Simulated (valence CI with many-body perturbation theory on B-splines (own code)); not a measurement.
# Gd¹⁴⁺: electric-dipole lines

Calculated by valence CI with perturbative core correlation (CI+MBPT): four valence electrons over a frozen Dirac-Fock core [Kr] 4d10, radial functions for each j: 7 s, 7 p, 7 d, 7 f, 4 g, 2 h, with the one-electron correlation potential Σ1, the two-electron term Σ2, the three-electron term Σ3, Breit, model QED; selected CI, second order for the rest, scaled by the run's own slope (own B-spline code, finite nucleus).

No measured spectrum was set against this ion. As an estimate, terms of the open shell hold to a few per cent of their energy, and close levels can change places; configurations with another count of f electrons can be misplaced by thousands of cm⁻¹.

Lines 201 to 250 of 542 in falling wavelength, among levels below 18.559 eV, chosen from the strongest by gf and those to the six lowest levels. Wavelengths and rates use the calculated energies, so an error of 2000 cm⁻¹ moves a line at 2564 Å by 5.1 % and its rate by three times that or more. Electric multipoles are in the length gauge, E1 and E2 with the static RPA response of the core. Weak lines are less certain than strong ones. Lines between different terms over intervals too small for the method are left out, as are lines whose strength nearly cancels. Where a level lies close to another of its J and parity, the split of strength between their lines is uncertain. The highest levels of a list are the least certain.

Names give the largest LS component (configuration and term), which can be under half, so a name can repeat, a term be missing and a line seem to break the LS rules; names also repeat where a configuration has a term twice. Letters in brackets count levels of one name in rising energy.

| λ vac (Å) | Upper | Lower | A (s⁻¹) | S (a.u.) |
| --- | --- | --- | --- | --- |
| 2564 | 4f³5s ³F°_3 [c] | 4f⁴ ³G_3 [b] | 1.87e+03 | 1.09e-04 |
| 2561 | 4f⁴ ³G_3 [c] | 4f³5s ³F°_2 [b] | 8.25e+02 | 4.79e-05 |
| 2550 | 4f²5s² ³H_5 | 4f³5s ⁵I°_5 | 5.82e+01 | 5.23e-06 |
| 2542 | 4f⁴ ³H_5 [a] | 4f³5s ³I°_5 [a] | 5.18e+01 | 4.62e-06 |
| 2539 | 4f⁴ ³K_7 [b] | 4f³5s ³I°_6 [b] | 3.05e+02 | 3.70e-05 |
| 2539 | 4f⁴ ³H_6 [c] | 4f³5s ³I°_7 [b] | 4.25e+02 | 4.46e-05 |
| 2530 | 4f⁴ ¹F_3 | 4f³5s ¹D°_2 [b] | 2.35e+03 | 1.32e-04 |
| 2518 | 4f⁴ ³K_8 [a] | 4f³5s ⁵I°_8 | 8.27e+00 | 1.11e-06 |
| 2511 | 4f²5s² ³P_1 | 4f³5s ³S°_1 | 2.23e+03 | 5.23e-05 |
| 2504 | 4f⁴ ³G_5 [a] | 4f³5s ³G°_4 [c] | 2.36e+03 | 2.02e-04 |
| 2493 | 4f⁴ ³G_4 [d] | 4f³5s ³D°_3 [c] | 7.44e+02 | 5.12e-05 |
| 2480 | 4f⁴ ³I_7 [b] | 4f³5s ¹I°_6 [b] | 5.54e+02 | 6.26e-05 |
| 2472 | 4f³5s ³F°_2 [c] | 4f⁴ ³G_3 [b] | 2.75e+03 | 1.02e-04 |
| 2471 | 4f⁴ ³I_5 [a] | 4f³5s ³H°_4 [a] | 6.90e+02 | 5.65e-05 |
| 2471 | 4f⁴ ³P_2 | 4f³5s ³F°_2 [b] | 1.25e+03 | 4.66e-05 |
| 2470 | 4f⁴ ³H_6 [c] | 4f³5s ³L°_7 | 6.35e+02 | 6.14e-05 |
| 2468 | 4f⁴ ³D_3 [b] | 4f³5s ¹F°_3 [a] | 1.09e+03 | 5.68e-05 |
| 2463 | 4f⁴ ¹F_3 | 4f³5s ³F°_4 [b] | 2.86e+03 | 1.48e-04 |
| 2453 | 4f⁴ ³P_0 [b] | 4f³5s ³D°_1 [b] | 5.65e+03 | 4.12e-05 |
| 2449 | 4f⁴ ³F_4 [a] | 4f³5s ⁵F°_5 | 8.12e+02 | 5.30e-05 |
| 2444 | 4f⁴ ³H_4 [b] | 4f³5s ³F°_3 [a] | 7.60e+02 | 4.93e-05 |
| 2415 | 4f³5s ¹G°_4 | 4f²5s² ¹G_4 | 8.47e+02 | 5.30e-05 |
| 2411 | 4f⁴ ³P_2 | 4f³5s ³D°_3 [c] | 6.78e+03 | 2.35e-04 |
| 2409 | 4f³5s ³G°_5 [c] | 4f²5s² ³F_4 | 5.26e+02 | 3.99e-05 |
| 2403 | 4f³5s ¹F°_3 [b] | 4f⁴ ³F_2 [c] | 7.08e+02 | 3.40e-05 |
| 2384 | 4f⁴ ³G_3 [b] | 4f³5s ³G°_3 [b] | 8.50e+02 | 3.98e-05 |
| 2382 | 4f⁴ ³H_6 [c] | 4f³5s ³I°_5 [b] | 3.33e+02 | 2.89e-05 |
| 2381 | 4f⁴ ³G_4 [b] | 4f³5s ³G°_3 [b] | 1.52e+03 | 9.09e-05 |
| 2380 | 4f⁴ ³I_5 [c] | 4f³5s ³H°_5 [b] | 7.49e+02 | 5.49e-05 |
| 2373 | 4f²5s² ³H_6 | 4f³5s ⁵I°_6 | 3.18e+01 | 2.73e-06 |
| 2368 | 4f²5s² ¹G_4 | 4f³5s ³I°_5 [a] | 4.54e+01 | 2.68e-06 |
| 2361 | 4f⁴ ¹I_6 [a] | 4f³5s ¹H°_5 [a] | 2.58e+03 | 2.18e-04 |
| 2344 | 4f⁴ ³H_6 [b] | 4f³5s ³G°_5 [a] | 1.25e+03 | 1.03e-04 |
| 2344 | 4f⁴ ³H_5 [b] | 4f³5s ³F°_4 [a] | 4.24e+02 | 2.96e-05 |
| 2344 | 4f⁴ ¹I_6 [b] | 4f³5s ¹H°_5 [b] | 2.39e+03 | 1.97e-04 |
| 2331 | 4f³5s ³G°_3 [c] | 4f⁴ ³H_4 [a] | 6.89e+02 | 3.01e-05 |
| 2330 | 4f⁴ ¹L_8 [b] | 4f³5s ³L°_9 | 3.89e+02 | 4.12e-05 |
| 2325 | 4f⁴ ³G_5 [a] | 4f³5s ³G°_4 [b] | 6.32e+02 | 4.31e-05 |
| 2324 | 4f⁴ ³I_6 [b] | 4f³5s ³H°_5 [b] | 1.66e+03 | 1.34e-04 |
| 2323 | 4f³5s ³G°_4 [d] | 4f²5s² ³F_3 | 1.02e+03 | 5.66e-05 |
| 2308 | 4f⁴ ³I_5 [c] | 4f³5s ³H°_4 [b] | 3.53e+03 | 2.36e-04 |
| 2303 | 4f⁴ ³I_7 [a] | 4f³5s ³I°_7 [a] | 7.85e+02 | 7.09e-05 |
| 2289 | 4f⁴ ⁵G_5 | 4f³5s ³I°_5 [a] | 8.51e+01 | 5.54e-06 |
| 2281 | 4f³5s ³F°_4 [c] | 4f⁴ ³F_4 [b] | 1.80e+03 | 9.49e-05 |
| 2279 | 4f⁴ ¹H_5 [a] | 4f³5s ³G°_4 [a] | 4.47e+02 | 2.87e-05 |
| 2278 | 4f⁴ ³I_5 [b] | 4f³5s ⁵F°_4 | 5.19e+02 | 3.33e-05 |
| 2275 | 4f⁴ ¹H_5 [a] | 4f³5s ¹H°_5 [a] | 9.52e+02 | 6.09e-05 |
| 2273 | 4f⁴ ³P_1 [b] | 4f³5s ³D°_2 [b] | 6.26e+03 | 1.09e-04 |
| 2257 | 4f⁴ ¹L_8 [b] | 4f³5s ³I°_7 [b] | 1.16e+03 | 1.11e-04 |
| 2243 | 4f⁴ ⁵G_6 | 4f³5s ³I°_5 [a] | 4.74e+01 | 3.43e-06 |
